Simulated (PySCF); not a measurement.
CH9NSi2, SMILES CN([SiH3])[SiH3]. Coordinates come from a ωB97X-D3(BJ)/def2-SVP optimisation.

Task: Give the equilibrium geometry at ωB97X-D3(BJ)/def2-SVP (PySCF confirms it by a frequency run) as bond lengths and angles, and its point group. (Estimate from the structure and the level; the computed values follow.)

Result: point group Cs.
Atoms: Si1 N2 C3 Si4 H5 H6 H7 H8 H9 H10 H11 H12 H13. Bond lengths (Å): Si1–N2 1.742, Si1–H5 1.495, Si1–H6 1.497, Si1–H7 1.489, N2–C3 1.465, N2–Si4 1.742, C3–H8 1.104, C3–H9 1.104, C3–H10 1.106, Si4–H11 1.495, Si4–H12 1.489, Si4–H13 1.497. Bond angles (°): N2–Si1–H5 109.8, N2–Si1–H6 112.4, N2–Si1–H7 108.5, H5–Si1–H6 106.9, H5–Si1–H7 110.2, H6–Si1–H7 109.0, Si1–N2–C3 117.2, Si1–N2–Si4 125.0, C3–N2–Si4 117.2, N2–C3–H8 110.9, N2–C3–H9 110.9, N2–C3–H10 112.6, H8–C3–H9 106.8, H8–C3–H10 107.7, H9–C3–H10 107.7, N2–Si4–H11 109.8, N2–Si4–H12 108.5, N2–Si4–H13 112.4, H11–Si4–H12 110.2, H11–Si4–H13 106.9, H12–Si4–H13 109.0.
Charge 0, spin multiplicity 1.
